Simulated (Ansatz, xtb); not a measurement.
# Relaxing a trial structure of GeH2OS−

The starting geometry of this gas-phase doublet was built from a drawn formula by distance geometry; its bonds are those of `[O]=[Ge-][SH2]`.

```tsv
atom	x (Å)	y (Å)	z (Å)
Ge	0.4713	-1.1413	0.5404
O	1.4709	-0.5531	1.8253
S	0.1721	0.6067	-0.8014
H	-0.5697	1.4548	-0.0171
H	1.3929	1.2329	-1.0748
```

Predict what it relaxes into with r2SCAN-D4/def2-SVPD.

It rearranges, giving a structure given below by its coordinates. Distances that change by over a tenth: S3–H4 (1.37 → 1.94 Å). Contacts that open: Ge1–S3 (2.22 → 4.10 Å). Contacts that close: O2–H4 (3.40 → 1.06 Å).

The energy falls by 2.04 eV over 23 steps:

```json
{"step": "1", "E − E(last) (eV)": "2.042"}
{"step": "3", "E − E(last) (eV)": "1.309"}
{"step": "6", "E − E(last) (eV)": "1.103"}
{"step": "8", "E − E(last) (eV)": "1.008"}
{"step": "11", "E − E(last) (eV)": "0.851"}
{"step": "13", "E − E(last) (eV)": "0.774"}
{"step": "16", "E − E(last) (eV)": "0.476"}
{"step": "18", "E − E(last) (eV)": "0.160"}
{"step": "21", "E − E(last) (eV)": "0.001"}
{"step": "23", "E − E(last) (eV)": "0.000"}
```

Final geometry (Å):

```yaml
atoms:
  - { symbol: Ge, position_ang: [0.7244, -1.8273, 1.4861] }
  - { symbol: O, position_ang: [0.7696, -0.0857, 1.2804] }
  - { symbol: S, position_ang: [0.3578, 0.9680, -1.4967] }
  - { symbol: H, position_ang: [0.6252, 0.2871, 0.3034] }
  - { symbol: H, position_ang: [0.4604, 2.2577, -1.1008] }
```

From the same start GFN2-xTB ends elsewhere, in pieces: GeO + HS + H.

No frequencies were run, so the end isn't proven a minimum. Open shells are spin-unrestricted. Run with Ansatz 0.2.0, 2.7 min on 2 threads of Intel(R) Xeon(R) Platinum 8259CL CPU @ 2.50GHz (Skylake/Cascade Lake), on a shared host.
